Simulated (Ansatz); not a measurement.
Relaxation of a periodic cell of 33 atoms, MgH₂₀Cl₂O₁₀ (contents 10 H2O + 1 Mg + 2 Cl, density as packed 0.96 g/cm³ with natural masses), to a largest force component of 0.3 eV/Å in at most 15 steps.

Theory: Ansatz, DFT PBE, scalar-relativistic, plane waves, PAW. Settings: cutoff 420 eV, k mesh 1x1x1, fermi-dirac smearing 0.05 eV, no spin polarisation.

```xyz
33
Lattice="7.8068 0.0000 0.0000 0.0000 7.8068 0.0000 0.0000 0.0000 7.8068" Properties=species:S:1:pos:R:3:forces:R:3
O 2.458 0.043 5.294 0.89 1.07 -0.16
H 2.072 0.828 4.877 -0.34 -0.01 -0.28
H 2.131 0.077 6.205 -0.02 0.36 0.26
O 4.575 5.843 0.547 0.05 0.09 -0.10
H 5.244 5.303 0.100 0.06 -0.01 0.03
H 3.867 5.215 0.753 -0.04 -0.10 0.07
O 4.429 1.967 2.839 -0.67 0.62 0.37
H 4.036 2.776 2.479 -0.13 0.10 -0.28
H 4.633 1.436 2.055 0.32 -0.37 -0.20
O 7.153 3.453 6.817 0.25 0.50 0.33
H 7.016 2.605 6.368 0.14 -0.42 -0.86
H 6.257 3.754 7.027 -0.19 0.00 0.02
O 6.424 0.886 0.659 -0.80 0.01 0.09
H 6.400 1.528 -0.066 0.22 0.02 0.01
H 6.618 0.045 0.220 0.05 -0.03 0.10
O 0.190 3.166 3.203 0.23 0.55 0.15
H 0.537 2.732 2.410 0.07 -0.58 -0.33
H 0.592 4.047 3.183 0.13 0.42 0.08
O 2.465 5.812 2.872 0.32 -0.73 -0.02
H 3.231 6.405 2.852 0.06 0.26 0.08
H 2.266 5.656 1.937 -0.03 0.28 -0.03
O 1.609 5.742 5.895 0.07 -1.29 0.07
H 1.307 6.231 6.674 -0.01 0.05 0.28
H 1.191 4.873 5.988 -0.53 -0.29 0.18
O 5.744 5.760 5.112 -0.56 -0.82 0.32
H 6.581 5.477 5.509 0.38 -0.08 -0.16
H 5.516 6.567 5.597 -0.20 0.47 -0.21
O 7.519 6.273 2.866 -0.06 -0.27 -0.18
H 7.929 5.944 2.053 0.00 0.19 -0.02
H 6.813 5.634 3.047 -0.29 0.05 0.07
Mg 3.742 3.379 5.616 0.24 -0.01 -0.52
Cl 1.374 0.917 0.843 0.57 0.01 -0.35
Cl 6.628 1.053 4.271 -0.20 -0.05 1.18
```

Problem. Where does it end, and by what steps?

Solution. The run ended unconverged. Limits of this set-up: coarse k mesh. After 14 steps the energy has fallen by 10.513 eV; Mg31 moved furthest, 1.67 Å. Joined: O1–Mg31, O7–Mg31, Mg31–Cl33.

```tsv
step	energy less start (eV)	largest force component (eV/Å)	accepted
0	0.0000	1.291	yes
1	-1.3973	1.544	yes
2	-2.4141	1.756	yes
3	-3.5172	1.548	yes
4	-4.4944	1.511	yes
5	-5.4306	1.889	yes
6	-6.3485	1.823	yes
7	-7.0836	1.350	yes
8	-7.8983	1.113	yes
9	-8.4849	0.966	yes
10	-9.0113	2.034	yes
11	-9.4848	2.301	yes
12	-9.9288	1.558	yes
13	-10.2531	1.113	yes
14	-10.5133	0.982	yes
```

```xyz
33
Lattice="7.8068 0.0000 0.0000 0.0000 7.8068 0.0000 0.0000 0.0000 7.8068" Properties=species:S:1:pos:R:3
O 2.388 1.092 5.425
H 1.507 1.124 5.001
H 2.231 0.747 6.375
O 5.296 5.744 0.638
H 5.113 5.612 -0.316
H 4.399 5.676 1.079
O 3.945 2.270 2.670
H 3.218 2.562 2.096
H 4.681 1.918 2.096
O 7.367 3.373 7.046
H 7.043 2.798 6.309
H 6.633 4.012 7.168
O 5.845 1.311 0.972
H 6.555 1.774 0.479
H 5.968 0.361 0.763
O 1.190 2.975 3.204
H 0.667 2.525 2.505
H 0.878 3.908 3.154
O 2.920 5.637 2.188
H 3.111 6.077 3.062
H 2.428 6.324 1.676
O 1.776 5.125 6.144
H 1.721 5.926 6.708
H 1.056 4.548 6.480
O 5.552 5.384 5.439
H 6.444 5.396 5.014
H 5.273 6.318 5.324
O 7.448 5.670 2.800
H 7.892 6.373 2.246
H 6.596 5.518 2.301
Mg 3.873 2.056 4.604
Cl 1.649 0.071 0.313
Cl 5.887 1.220 5.137
```

The run took 53 s on 1 thread of Arm Neoverse V2, on a shared host, peak memory 0.46 GiB.
